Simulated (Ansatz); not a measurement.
Born–Oppenheimer molecular dynamics of CH$_{7}$BClFSi$_{2}$ (13 atoms, charge 0, multiplicity 1). It goes on from the last frame of an earlier run, with new velocities.

Level of theory: RKS BLYP/STO-3G in Ansatz.

```json
{
 "ensemble": "NVE (velocity Verlet)",
 "time step": "0.5 fs",
 "steps asked": "166",
 "starting velocities drawn for": "300 K",
 "masses": "H 3.016 u",
 "seed": "643033"
}
```

Frames 0.5 fs apart, positions in Å.

Velocities at 5.0 fs (Å/ps):

```
C 0.84 0.51 -1.25
Si -0.99 1.29 -1.35
Si 0.54 0.94 3.96
B 5.74 -9.68 -3.31
F 3.84 2.21 4.00
Cl -2.97 0.76 -0.89
H -15.85 -10.93 6.24
H 7.27 -18.86 2.99
H -6.28 18.89 -12.12
H 2.56 -14.99 -3.74
H 9.26 -1.15 -2.14
H 9.49 23.93 -8.92
H -15.53 -7.86 -4.55
```

```xyz
13
Properties=species:S:1:pos:R:3 time_fs=5.0 energy_less_start_eV=-0.171 T=420
C -0.476 -1.272 -1.200
Si 0.163 0.209 -0.335
Si 1.572 -0.419 1.335
B -1.141 1.651 0.371
F -0.513 2.701 0.873
Cl -3.022 1.677 0.250
H 0.388 -1.705 -1.587
H -0.944 -2.047 -0.543
H -1.169 -1.106 -2.044
H 0.943 0.918 -1.381
H 0.750 -0.369 2.540
H 2.144 -1.665 0.962
H 2.711 0.528 1.375
13
Properties=species:S:1:pos:R:3 time_fs=5.5 energy_less_start_eV=-0.153 T=407
C -0.476 -1.272 -1.200
Si 0.162 0.210 -0.336
Si 1.573 -0.418 1.336
B -1.139 1.646 0.369
F -0.511 2.702 0.875
Cl -3.023 1.678 0.249
H 0.381 -1.711 -1.584
H -0.941 -2.056 -0.542
H -1.172 -1.097 -2.050
H 0.945 0.911 -1.383
H 0.755 -0.370 2.539
H 2.149 -1.653 0.958
H 2.703 0.524 1.373
13
Properties=species:S:1:pos:R:3 time_fs=6.0 energy_less_start_eV=-0.137 T=396
C -0.476 -1.272 -1.201
Si 0.162 0.211 -0.336
Si 1.573 -0.418 1.338
B -1.135 1.641 0.368
F -0.510 2.703 0.877
Cl -3.025 1.678 0.249
H 0.376 -1.718 -1.583
H -0.937 -2.065 -0.541
H -1.175 -1.087 -2.055
H 0.946 0.903 -1.384
H 0.760 -0.371 2.538
H 2.154 -1.643 0.954
H 2.694 0.519 1.371
13
Properties=species:S:1:pos:R:3 time_fs=6.5 energy_less_start_eV=-0.124 T=387
C -0.477 -1.272 -1.201
Si 0.161 0.212 -0.337
Si 1.573 -0.417 1.340
B -1.132 1.636 0.366
F -0.508 2.704 0.879
Cl -3.026 1.679 0.248
H 0.373 -1.727 -1.583
H -0.933 -2.073 -0.540
H -1.178 -1.077 -2.061
H 0.947 0.895 -1.385
H 0.766 -0.372 2.538
H 2.160 -1.633 0.950
H 2.686 0.515 1.369
13
Properties=species:S:1:pos:R:3 time_fs=7.0 energy_less_start_eV=-0.117 T=382
C -0.479 -1.272 -1.201
Si 0.161 0.213 -0.338
Si 1.573 -0.416 1.342
B -1.129 1.631 0.364
F -0.506 2.705 0.881
Cl -3.027 1.679 0.248
H 0.372 -1.737 -1.584
H -0.929 -2.080 -0.539
H -1.180 -1.067 -2.066
H 0.947 0.888 -1.386
H 0.772 -0.374 2.538
H 2.165 -1.625 0.946
H 2.677 0.511 1.368
13
Properties=species:S:1:pos:R:3 time_fs=7.5 energy_less_start_eV=-0.113 T=379
C -0.482 -1.273 -1.201
Si 0.160 0.214 -0.338
Si 1.573 -0.415 1.344
B -1.126 1.626 0.361
F -0.505 2.707 0.883
Cl -3.028 1.679 0.248
H 0.372 -1.748 -1.586
H -0.925 -2.087 -0.539
H -1.182 -1.058 -2.070
H 0.948 0.880 -1.387
H 0.778 -0.376 2.538
H 2.171 -1.617 0.942
H 2.669 0.507 1.367
13
Properties=species:S:1:pos:R:3 time_fs=8.0 energy_less_start_eV=-0.111 T=377
C -0.485 -1.274 -1.201
Si 0.160 0.216 -0.339
Si 1.573 -0.413 1.345
B -1.122 1.621 0.359
F -0.504 2.707 0.885
Cl -3.029 1.680 0.247
H 0.375 -1.760 -1.590
H -0.921 -2.092 -0.539
H -1.184 -1.048 -2.073
H 0.948 0.873 -1.387
H 0.784 -0.378 2.539
H 2.177 -1.611 0.939
H 2.661 0.504 1.366
13
Properties=species:S:1:pos:R:3 time_fs=8.5 energy_less_start_eV=-0.107 T=374
C -0.489 -1.275 -1.201
Si 0.159 0.217 -0.339
Si 1.573 -0.412 1.347
B -1.119 1.617 0.357
F -0.503 2.708 0.887
Cl -3.030 1.680 0.247
H 0.378 -1.772 -1.594
H -0.917 -2.096 -0.540
H -1.185 -1.039 -2.075
H 0.949 0.865 -1.387
H 0.790 -0.381 2.541
H 2.183 -1.607 0.935
H 2.653 0.501 1.366
13
Properties=species:S:1:pos:R:3 time_fs=9.0 energy_less_start_eV=-0.099 T=369
C -0.493 -1.276 -1.202
Si 0.158 0.219 -0.339
Si 1.573 -0.411 1.348
B -1.115 1.612 0.355
F -0.502 2.709 0.889
Cl -3.031 1.681 0.246
H 0.383 -1.785 -1.599
H -0.914 -2.100 -0.542
H -1.185 -1.031 -2.077
H 0.949 0.858 -1.387
H 0.797 -0.383 2.543
H 2.190 -1.603 0.932
H 2.646 0.499 1.366
13
Properties=species:S:1:pos:R:3 time_fs=9.5 energy_less_start_eV=-0.088 T=361
C -0.497 -1.278 -1.202
Si 0.158 0.221 -0.340
Si 1.573 -0.409 1.349
B -1.111 1.608 0.353
F -0.501 2.709 0.890
Cl -3.032 1.681 0.246
H 0.388 -1.798 -1.605
H -0.910 -2.102 -0.543
H -1.185 -1.022 -2.078
H 0.950 0.851 -1.387
H 0.803 -0.387 2.546
H 2.197 -1.601 0.928
H 2.639 0.498 1.366
13
Properties=species:S:1:pos:R:3 time_fs=10.0 energy_less_start_eV=-0.072 T=350
C -0.501 -1.279 -1.202
Si 0.157 0.223 -0.340
Si 1.573 -0.408 1.350
B -1.108 1.605 0.351
F -0.501 2.709 0.892
Cl -3.032 1.681 0.246
H 0.393 -1.811 -1.611
H -0.907 -2.104 -0.545
H -1.185 -1.014 -2.077
H 0.951 0.845 -1.387
H 0.809 -0.390 2.550
H 2.204 -1.599 0.925
H 2.633 0.498 1.367
13
Properties=species:S:1:pos:R:3 time_fs=10.5 energy_less_start_eV=-0.053 T=337
C -0.506 -1.282 -1.202
Si 0.157 0.224 -0.340
Si 1.572 -0.406 1.351
B -1.104 1.602 0.349
F -0.500 2.709 0.894
Cl -3.033 1.682 0.245
H 0.398 -1.823 -1.618
H -0.905 -2.105 -0.548
H -1.184 -1.007 -2.076
H 0.951 0.838 -1.387
H 0.816 -0.394 2.554
H 2.211 -1.599 0.922
H 2.628 0.498 1.368
```

Of the whole run (83 fs, mean temperature of the second half 437 K): The conserved energy stayed within 0.14 meV per atom of its start (net change -0.09 meV per atom), so the integration is sound. The system heated up, since it started high on the potential surface and ran downhill. A run of 0.083 ps of so small a system gives no equilibrium averages. Limits of this set-up: minimal basis.

Run time: 6.7 min on 1 thread of Arm Neoverse V1, on a shared host, peak memory 0.091 GiB.
